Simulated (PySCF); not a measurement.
# Ionisation energy of Cr⁺ by level of theory

Cr⁺ [Ar] 3d5 (6S) → Cr²⁺ [Ar] 3d4 (5D), as a difference of total energies. Calculation: PySCF 2.14, in x2c-TZVPPall (6s5p4d2f1g, 64 functions); the spin-free X2C one-electron Hamiltonian (Gaussian nucleus). Correlated levels: valence: [Ar] frozen; valence and next inner shell: [Ne] frozen. The calculations carry no spin-orbit coupling.

**Question.** Order these methods by the ionisation energy they give, lowest first.
A. B2PLYP
B. SCS-MP2 (valence and next inner shell)
C. PBE
D. CAM-B3LYP

**Answer.** B (15.993 eV), A (16.360 eV), D (16.760 eV), C (17.144 eV).

A first-order spin-orbit estimate (lowest level to lowest level, LS coupling) adds -0.046 eV.

Errors of the correlated levels include the incompleteness of this basis and the frozen core.

For comparison: 16.486 eV (measured; NIST Atomic Spectra Database, ionization energies).
